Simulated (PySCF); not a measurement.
Stretching CuBr⁺

Set-up: Cu def2-TZVPPD, Br def2-TZVPPD; no relativity (PySCF 2.14). Energies in eV from Cu⁺ (3d10) + Br in their ground configurations at the same level. State: ²Π (doublet), unpaired electrons π ↑.

```
R (Å)   ωB97X
1.932  -0.712
2.021  -1.145
2.111  -1.368
2.179  -1.445
2.246  -1.469
2.313  -1.457
2.403  -1.408
2.515  -1.314
2.650  -1.181
2.830  -0.997
```

Problem. Put a parabola through the three lowest points of the ωB97X curve and estimate Re, k and ωe (reduced mass 35.01 u; 1 eV/Å² = 0.16022 mdyn/Å; ωe = 1302.8·√(k/μ) cm⁻¹).

Solution. Through R = 2.179, 2.246, 2.313 Å the second-order coefficient is 4.01 eV/Å², so Re ≈ 2.257 Å, k ≈ 1.28 mdyn/Å and ωe ≈ 250 cm⁻¹. A polynomial fit of higher order to the unrounded ωB97X energies gives Re = 2.254 Å, k = 1.18 mdyn/Å, ωe = 239 cm⁻¹; anharmonicity and rounding make the difference.

The higher-order fit for each curve: ωB97X: Re = 2.254 Å, ωe = 239 cm⁻¹, De = 1.47 eV.

Spin–orbit coupling is left out. For an ion De counts to the pair picked by the measured ionisation energies or electron affinities, which need not be the lowest pair at this level. With d or f electrons several states lie close, and the lowest PBE0 determinant need not be the measured ground state.
